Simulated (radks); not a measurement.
Problem. The mean radii <r> (bohr) of the occupied orbitals of an atom or ion are listed with their occupations. All-electron calculation, Dirac Kohn-Sham, BLYP, spin-unpolarised, spherical densities, point nucleus. Program: a radial shooting solver on a logarithmic mesh with Libxc functionals.

| orbital | occ. | <r> |
|---|---|---|
| 1s1/2 | 2 | 0.02665 |
| 2s1/2 | 2 | 0.1142 |
| 2p1/2 | 2 | 0.09619 |
| 2p3/2 | 4 | 0.1020 |
| 3s1/2 | 2 | 0.3061 |
| 3p1/2 | 2 | 0.2962 |
| 3p3/2 | 4 | 0.3079 |
| 3d3/2 | 4 | 0.2787 |
| 3d5/2 | 6 | 0.2824 |
| 4s1/2 | 2 | 0.7166 |
| 4p1/2 | 2 | 0.7458 |
| 4p3/2 | 4 | 0.7737 |
| 4d3/2 | 4 | 0.8703 |
| 4d5/2 | 6 | 0.8812 |
| 5s1/2 | 2 | 1.824 |
| 5p1/2 | 2 | 2.131 |
| 5p3/2 | 3 | 2.228 |

Name the element and its charge. Open shells, if any, fill j = l - 1/2 first.

Solution. Z = 54, xenon, charge +1: Xe+ in [Kr] 4d10 5s2 5p5. The 1s radius gives Z: for a bare nucleus <r> = (2 gamma + 1)/(2Z) with gamma = sqrt(1 - (Z/c)^2), 0.02628 bohr for Z = 54, and screening makes it slightly larger (0.02665 here). The occupations add up to 53, and the charge is Z minus that.
